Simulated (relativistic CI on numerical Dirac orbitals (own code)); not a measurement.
V³⁺ in a cubic cluster: L2,3 absorption with charge transfer

Computed with a charge-transfer multiplet model of a cubic metal-ligand cluster with up to one ligand hole, Slater and spin-orbit integrals from Dirac-Coulomb-Breit ions, Slater integrals scaled by 0.9. The parameters are those of a tetrahedral site (10Dq negative, t2 hopping the larger). The ground state mixes d2 with configurations of k ligand holes L, whose averages lie at kΔ + k(k − 1)U_dd/2; a core hole lowers each added d electron by U_cd. 300 K, Lorentzian 0.4 eV and Gaussian 0.3 eV FWHM.

Atomic integrals in eV (Slater integrals scaled, ζ unscaled), ground: F2dd 9.064, F4dd 5.680, zeta_d 0.024; with the core hole: F2dd 9.811, F4dd 6.151, zeta_d 0.036, zeta_core 4.610, F2cd 5.486, G1cd 4.039, G3cd 2.292.

Cluster parameters (eV): Δ = 5.5, U_cd = 6.1, 10Dq = -0.15, 10Dq(ligand) = 0, V(eg) = 1.18, V(t2g) = -2, final-state hopping factor = 1.

```json
{"Case": "U_dd = 4.1 eV", "n_d": "2.27", "d2": "0.73", "d3L": "0.27", "S": "1.00"}
{"Case": "U_dd = 5.5 eV", "n_d": "2.27", "d2": "0.73", "d3L": "0.27", "S": "1.00"}
{"Case": "U_dd = 6.9 eV", "n_d": "2.27", "d2": "0.73", "d3L": "0.27", "S": "1.00"}
```

Weights, n_d and S are thermal averages at 300 K. Photon energies count from the first peak over 30 % of the highest in each spectrum, which can be another peak from case to case. The parameters are a model scan and need not match a compound or its usual spin state. Peaks in eV (height, largest 100):
- U_dd = 4.1 eV: -2.8 (7), 0.0 (100), 2.0 (32), 4.6 (32), 6.1 (40), 7.6 (51)
- U_dd = 5.5 eV: -2.8 (7), 0.0 (100), 2.1 (31), 4.7 (33), 5.8 (38), 7.8 (53)
- U_dd = 6.9 eV: -2.8 (7), 0.0 (100), 2.1 (31), 4.6 (36), 5.9 (44), 7.8 (54)

For the case U_dd = 5.5 eV, Δ = 5.5 eV equals U_dd = 5.5 eV, the border between the two sides of the Zaanen-Sawatzky-Allen scheme. With the core hole the configuration with one ligand hole lies at Δ + U_dd − U_cd = 3.5, 4.9, 6.3 eV from the one without, in the order of the table; where this is negative the screened configuration lies lower, though the effective hopping of about 5.1 eV (from the holes of the mixed ground state) mixes the two strongly wherever it is as large as the gap.

With at most 1 ligand hole the space is cut while the next configuration still counts, so covalency is underestimated, and a final configuration with one more ligand hole, which can lie low, is missing from the spectra.
